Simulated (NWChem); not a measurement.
## Basis-set convergence for bromine (Br$_{2}$)

```xyz
2

Br     0.0000     0.0000     1.1492
Br     0.0000     0.0000    -1.1492
```
Charge 0, spin multiplicity 1.

All runs are NWChem calculations. Structure: optimised with PBE0/def2-SVP, a minimum by its harmonic frequencies.

Quantity: LUMO energy at the level B3LYP.

The Hamiltonian is non-relativistic. B3LYP has NWChem's definition, with VWN1-RPA local correlation. The Pople sets run with spherical d functions.

Task: In aug-cc-pVTZ the value is -3.91 eV. Among STO-3G, 3-21G, def2-SVP, 6-31G*, aug-pcseg-1, def2-SVPD, pcseg-2, def2-TZVP, def2-TZVPD, which is the smallest basis within 0.1 eV of it?

Result: 6-31G*, with 64 functions against 118 and about 4 % of the time (also within reach: pcseg-2, def2-TZVP, def2-TZVPD). aug-cc-pVTZ isn't the basis-set limit itself, and a small set can land close by cancellation.

| basis | functions | LUMO energy (eV) |
|---|---|---|
| STO-3G | 36 | 0.02 |
| 3-21G | 44 | -3.54 |
| def2-SVP | 64 | -3.71 |
| 6-31G* | 64 | -3.94 |
| aug-pcseg-1 | 72 | -4.14 |
| def2-SVPD | 82 | -4.08 |
| pcseg-2 | 86 | -3.86 |
| def2-TZVP | 96 | -3.86 |
| def2-TZVPD | 114 | -3.92 |
| aug-cc-pVTZ | 118 | -3.91 |
